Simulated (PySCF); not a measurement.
Unknown compound

An unknown has the formula C6H5F3O2. Its calculated NMR data are:

$^{1}$H NMR (400 MHz, computed): δ 7.98 (m, 1H), 5.27 (m, 1H), 5.02 (m, 1H), 3.40 (m, 2H).

$^{13}$C{$^{1}$H} NMR (computed): δ 171.2, 169.4, 149.8, 133.6, 103.8, 38.2.

How the numbers were obtained: geometry: GFN2-xTB, σ from GIAO-PBE0/pcSseg-1, in PySCF 2.14.0 with density-fitted response routines (non-relativistic Hamiltonian, gas phase, one averaged value for each set of equivalent atoms, one computed conformer).

References, each an isolated molecule treated in the same way: $^{1}$H, $^{13}$C vs TMS.

Q: What is the structure?

A: 
1. Rings plus π bonds: 3 (no ring in the answer).
2. 6 carbon signals for 6 carbons: no two carbons are equivalent.
3. Carbon types of the structure: 3 × C, 1 × CH, 2 × CH2, which accounts for all hydrogens.
4. δC 171.2: ester carbonyl carbon; it is a carbonyl in resonance with an O or N lone pair, the region of acids, esters and amides.
5. δC 169.4, 133.6: fully substituted alkene carbon.
6. δC 149.8: alkene carbon bearing oxygen; an sp2 carbon further deshielded by the attached heteroatom.
7. δC 103.8: β carbon of an enol-ether or enamine type C=C; the O or N lone pair pushes π density onto this β carbon and shields it.
8. δC 38.2: sp3 CH2 α to a carbonyl; the adjacent C=O deshields it moderately.
9. δH 7.98: hydrogen on an alkene carbon bearing oxygen; a vinylic proton, deshielded by the sp2 carbon and the C=C anisotropy.
10. δH 5.27, 5.02: hydrogen on a β carbon of an enol-ether or enamine type C=C.

The compound is `C=COC(=O)CC(F)=C(F)F`.

The data come from this structure; uniqueness wasn't tested.

Splittings by $^{19}$F in the carbon and heteronuclear signals aren't shown, as no couplings were computed. Shifts are as computed. Against solution values, carbons near 30 ppm lie about +3 ppm off and those near 130 ppm about +5 ppm. Of 1211 compounds with measured shifts, 218 miss one by over three times the rms of a fit or turn the order of signals round; such compounds aren't used in these exercises. No couplings were computed; multiplicities are counted from neighbouring protons, with m where these are inequivalent, close in shift, in a saturated or five-membered ring or joined by F or P, and br s for small geminal =CH2 splittings.
